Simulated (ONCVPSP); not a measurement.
# Building the ONCV potential for cerium (PBE, scalar-relativistic).

ONCVPSP 4.0.1 was run on this input:

```
# ATOM AND REFERENCE CONFIGURATION
# atsym  z   nc   nv     iexc    psfile
  Ce 58.00    9    5        4      upf
#
#   n    l    f
    1    0    2.00
    2    0    2.00
    2    1    6.00
    3    0    2.00
    3    1    6.00
    3    2   10.00
    4    0    2.00
    4    1    6.00
    4    2   10.00
    4    3    1.00
    5    0    2.00
    5    1    6.00
    5    2    1.00
    6    0    1.00
#
# PSEUDOPOTENTIAL AND OPTIMIZATION
# lmax
    3
#
#   l,   rc,      ep,       ncon, nbas, qcut
    0    2.75    0.00    4    9    4.40
    1    1.80    0.00    4    8    5.20
    2    2.25    0.00    4    7    3.60
    3    1.75    0.00    3    7    8.10
#
# LOCAL POTENTIAL
# lloc, lpopt,  rc(5),   dvloc0
    3    5    1.75    0.00
#
# VANDERBILT-KLEINMAN-BYLANDER PROJECTORs
# l, nproj, debl
    0    2    3.30
    1    2    3.90
    2    2    2.40
    3    0    2.70
#
# MODEL CORE CHARGE
# icmod, fcfact, rcfact
    0    0.00    0.00
#
# LOG DERIVATIVE ANALYSIS
# epsh1, epsh2, depsh
   -3.00    5.00    0.02
#
# OUTPUT GRID
# rlmax, drl
    6.00    0.01
#
# TEST CONFIGURATIONS
# ncnf
    4
# nvcnf
#   n    l    f
    5
    4    3    1.00
    5    0    2.00
    5    1    6.00
    5    2    1.00
    6    0    2.00
#
    5
    4    3    1.00
    5    0    2.00
    5    1    6.00
    5    2    1.00
    6    0    0.00
#
    5
    4    3    1.00
    5    0    2.00
    5    1    6.00
    5    2    0.00
    6    0    0.00
#
    5
    4    3    1.00
    5    0    2.00
    5    1    6.00
    5    2    2.00
    6    0    1.00
#
```

Command:

```bash
oncvpsp.x < Ce.dat > Ce.out
```

Output (shortened: citation, most of the input echo, consistency checks and plot data are left out):

```
ONCVPSP  (Optimized Norm-Conservinng Vanderbilt PSeudopotential)
scalar-relativistic version 4.0.1

#   n    l    f        energy (Ha)
    1    0    2.00    -1.4801601E+03
    2    0    2.00    -2.3717727E+02
    2    1    6.00    -2.1243027E+02
    3    0    2.00    -5.1243413E+01
    3    1    6.00    -4.3374135E+01
    3    2   10.00    -3.2199755E+01
    4    0    2.00    -1.0542591E+01
    4    1    6.00    -7.9740556E+00
    4    2   10.00    -4.2778665E+00
    4    3    1.00    -4.1470364E-01
    5    0    2.00    -1.7086291E+00
    5    1    6.00    -1.0699381E+00
    5    2    1.00    -3.1469321E-01
    6    0    1.00    -3.1201117E-01

Reference configufation results
  iterations    24
  all-electron total energy (Ha)   -8.86023334D+03

Begin loop to  construct optimized pseudo wave functions
and semi-local pseudopoentials for all angular momenta

Calculating optimized projector #   1

 for l=   0

    Fraction of norm inside rc  0.981139
    Optimizing pswf for qcut=   4.40 a_B^-1,  ecut=   9.70 Ha
    Residual kinetic energy error=  1.65D-06 Ha

    Energy error per electron        Cutoff
         Ha          eV             Ha
         0.01000     0.27211        2.30
         0.00100     0.02721        5.72
         0.00010     0.00272        7.43
         0.00001     0.00027        8.87

Calculating optimized projector #   2

 for l=   0

    Fraction of norm inside rc  0.147923
    Optimizing pswf for qcut=   4.40 a_B^-1,  ecut=   9.70 Ha
    Residual kinetic energy error=  6.43D-06 Ha

    Energy error per electron        Cutoff
         Ha          eV             Ha
         0.01000     0.27211        2.01
         0.00100     0.02721        6.01
         0.00010     0.00272        7.95
         0.00001     0.00027        9.54

   Wellstate for l =  1  n =  8
     eigenvalue =   2.8301
     asymptotic potential =   3.3301
     half-point radius =  4.0116

Calculating optimized projector #   1

 for l=   1

    Fraction of norm inside rc  0.575387
    Optimizing pswf for qcut=   5.20 a_B^-1,  ecut=  13.53 Ha
    Residual kinetic energy error=  7.48D-04 Ha

    Energy error per electron        Cutoff
         Ha          eV             Ha
         0.01000     0.27211        9.00
         0.00100     0.02721       13.28
         0.00010     0.00272       50.51
         0.00001     0.00027       63.93

Calculating optimized projector #   2

 for l=   1

    Fraction of norm inside rc  0.058533
    Optimizing pswf for qcut=   5.20 a_B^-1,  ecut=  13.53 Ha
    Residual kinetic energy error=  2.58D-03 Ha

    Energy error per electron        Cutoff
         Ha          eV             Ha
         0.01000     0.27211       10.80
         0.00100     0.02721       16.22
         0.00010     0.00272       44.95
         0.00001     0.00027       75.45

   Wellstate for l =  2  n =  7
     eigenvalue =   2.0853
     asymptotic potential =   2.5853
     half-point radius =  3.9246

Calculating optimized projector #   1

 for l=   2

    Fraction of norm inside rc  0.385302
    Optimizing pswf for qcut=   3.59 a_B^-1,  ecut=   6.45 Ha
    Residual kinetic energy error=  6.18D-04 Ha

    Energy error per electron        Cutoff
         Ha          eV             Ha
         0.01000     0.27211        4.53
         0.00100     0.02721        6.16
         0.00010     0.00272        8.03
         0.00001     0.00027       18.15

Calculating optimized projector #   2

 for l=   2

    Fraction of norm inside rc  0.128749
    Optimizing pswf for qcut=   3.59 a_B^-1,  ecut=   6.45 Ha
    Residual kinetic energy error=  7.46D-03 Ha

    Energy error per electron        Cutoff
         Ha          eV             Ha
         0.01000     0.27211        6.29
         0.00100     0.02721        7.46
         0.00010     0.00272       13.29
         0.00001     0.00027       23.20

Calculating optimized projector #   1

 for l=   3

    Fraction of norm inside rc  0.870858
    Optimizing pswf for qcut=   8.11 a_B^-1,  ecut=  32.89 Ha
    Residual kinetic energy error=  5.68D-04 Ha

    Energy error per electron        Cutoff
         Ha          eV             Ha
         0.01000     0.27211       27.88
         0.00100     0.02721       31.69
         0.00010     0.00272       77.30

Construct Vanderbilt / Kleinmman-Bylander projectors

B matrix Hermiticity error, ll=   0
   1   2    1.0688E-04

  Orthonormal projector coefficients -1.7855E+01  1.0861E+01

B matrix Hermiticity error, ll=   1
   1   2    3.2898E-04

  Orthonormal projector coefficients  1.0777E+01 -4.2023E+00

B matrix Hermiticity error, ll=   2
   1   2   -1.4896E-04

  Orthonormal projector coefficients  8.1609E+00 -3.1590E+00

Pseudoatom total energy  -38.444672

Diagnostic tests using Vanderbilt-Kleinman-Bylander pseudopotentials
  1 or more projectors used as specified by nproj input data

   l    rcore       rmatch      e in        delta e   norm test  slope test

   0   2.7584376   2.8421897  -1.7086291   0.0000000   1.0001158   1.0001059
   0   2.7584376   2.8421897  -0.3120112   0.0000005   1.0000164   1.0000140

   1   1.8038754   1.8586449  -1.0699381  -0.0000067   1.0001389   1.0001569
   1   1.8038754   1.8586449   2.8300619   0.0000667   1.0003325   1.0003325

   2   2.2507736   2.3191120  -0.3146932   0.0000013   1.0000284   1.0000317
   2   2.2507736   2.3191120   2.0853068   0.0000265   1.0002492   1.0002492

   3   1.7507197   1.8038754  -0.4147036  -0.0000613   0.9998882   0.9998076

 Testing for bound ghosts
   n   l    E NL Schr. Eq   E Basis Diag.   E Cutoff

       0                      -12.821515     46.25  WARNING - GHOST(-)
   1   0       -1.708629       -1.707060     46.25
   2   0       -0.312011       -0.307742     46.25

   2   1       -1.069945       -1.069390     92.82

   3   2       -0.314692       -0.310118     50.75

 Testing for highly-localized positive-energy ghosts
       l    <radius>/rc     E Basis Diag.   E Cutoff

       1        0.397339       -0.323145     92.82  WARNING - GHOST(+)

       2        0.812754        4.943224     50.75  WARNING - GHOST(+)

Test configuration 0

   n   l     f        eae           eps        diff
   1   0  2.0000-1480.16007880
   2   0  2.0000 -237.17727305
   2   1  6.0000 -212.43027002
   3   0  2.0000  -51.24341272
   3   1  6.0000  -43.37413539
   3   2 10.0000  -32.19975493
   4   0  2.0000  -10.54259113
   4   1  6.0000   -7.97405561
   4   2 10.0000   -4.27786647
   4   3  1.0000   -0.41470364   -0.41476498   -6.13D-05
   5   0  2.0000   -1.70862914   -1.70862914    0.00D+00
   5   1  6.0000   -1.06993806   -1.06994476   -6.70D-06
   5   2  1.0000   -0.31469321   -0.31469194    1.27D-06
   6   0  1.0000   -0.31201117   -0.31201071    4.61D-07

    Total energies and differences
      AE_ref= -8.86023334D+03  AE_tst= -8.86023334D+03  dif=  0.00D+00
      PS_ref= -3.84446724D+01  PS_tst= -3.84446724D+01  dif= -4.26D-14
      PSP excitation error=  4.26D-14

Test configuration 1

   n   l     f        eae           eps        diff
   1   0  2.0000-1479.94110866
   2   0  2.0000 -236.95921040
   2   1  6.0000 -212.21215917
   3   0  2.0000  -51.02550606
   3   1  6.0000  -43.15622483
   3   2 10.0000  -31.98186178
   4   0  2.0000  -10.32482030
   4   1  6.0000   -7.75631720
   4   2 10.0000   -4.06023881
   4   3  1.0000   -0.19776557   -0.19696580    8.00D-04
   5   0  2.0000   -1.49165757   -1.49094659    7.11D-04
   5   1  6.0000   -0.85351103   -0.85341475    9.63D-05
   5   2  1.0000   -0.11241853   -0.11254282   -1.24D-04
   6   0  2.0000   -0.13761889   -0.13758238    3.65D-05

    Total energies and differences
      AE_ref= -8.86023334D+03  AE_tst= -8.86045642D+03  dif= -2.23D-01
      PS_ref= -3.84446724D+01  PS_tst= -3.86677762D+01  dif= -2.23D-01
      PSP excitation error=  1.96D-05

Test configuration 2

   n   l     f        eae           eps        diff
   1   0  2.0000-1480.41747061
   2   0  2.0000 -237.43339831
   2   1  6.0000 -212.68646148
   3   0  2.0000  -51.49912321
   3   1  6.0000  -43.62985240
   3   2 10.0000  -32.45548012
   4   0  2.0000  -10.79787533
   4   1  6.0000   -8.22927087
   4   2 10.0000   -4.53288251
   4   3  1.0000   -0.66805954   -0.66957979   -1.52D-03
   5   0  2.0000   -1.96141576   -1.96255908   -1.14D-03
   5   1  6.0000   -1.32058656   -1.32080733   -2.21D-04
   5   2  1.0000   -0.54588356   -0.54567955    2.04D-04

    Total energies and differences
      AE_ref= -8.86023334D+03  AE_tst= -8.85982612D+03  dif=  4.07D-01
      PS_ref= -3.84446724D+01  PS_tst= -3.80373302D+01  dif=  4.07D-01
      PSP excitation error= -1.25D-04

Test configuration 3

   n   l     f        eae           eps        diff
   1   0  2.0000-1480.81149717
   2   0  2.0000 -237.83077466
   2   1  6.0000 -213.08373478
   3   0  2.0000  -51.89343533
   3   1  6.0000  -44.02418306
   3   2 10.0000  -32.85042818
   4   0  2.0000  -11.18922491
   4   1  6.0000   -8.62048481
   4   2 10.0000   -4.92396187
   4   3  1.0000   -1.05268605   -1.05258328    1.03D-04
   5   0  2.0000   -2.33978250   -2.33998762   -2.05D-04
   5   1  6.0000   -1.68760204   -1.68730718    2.95D-04

    Total energies and differences
      AE_ref= -8.86023334D+03  AE_tst= -8.85912132D+03  dif=  1.11D+00
      PS_ref= -3.84446724D+01  PS_tst= -3.73327909D+01  dif=  1.11D+00
      PSP excitation error=  1.31D-04

Test configuration 4

   n   l     f        eae           eps        diff
   1   0  2.0000-1479.88320093
   2   0  2.0000 -236.89836722
   2   1  6.0000 -212.15144423
   3   0  2.0000  -50.96564246
   3   1  6.0000  -43.09635790
   3   2 10.0000  -31.92171615
   4   0  2.0000  -10.26524922
   4   1  6.0000   -7.69663852
   4   2 10.0000   -4.00020119
   4   3  1.0000   -0.13914064   -0.13963580   -4.95D-04
   5   0  2.0000   -1.43305243   -1.43417416   -1.12D-03
   5   1  6.0000   -0.79932154   -0.79952682   -2.05D-04
   5   2  2.0000   -0.07758012   -0.07751207    6.81D-05
   6   0  1.0000   -0.11742204   -0.11751950   -9.75D-05

    Total energies and differences
      AE_ref= -8.86023334D+03  AE_tst= -8.86042360D+03  dif= -1.90D-01
      PS_ref= -3.84446724D+01  PS_tst= -3.86348632D+01  dif= -1.90D-01
      PSP excitation error= -7.07D-05
```

Note: ghosts flagged at negative energy: s at -348.9 eV, p at -8.8 eV; GHOST(+) flagged for d at 134.5 eV. A true bound ghost makes a file unfit for plane-wave use.

The run took about 5 s on one core of a shared server CPU.
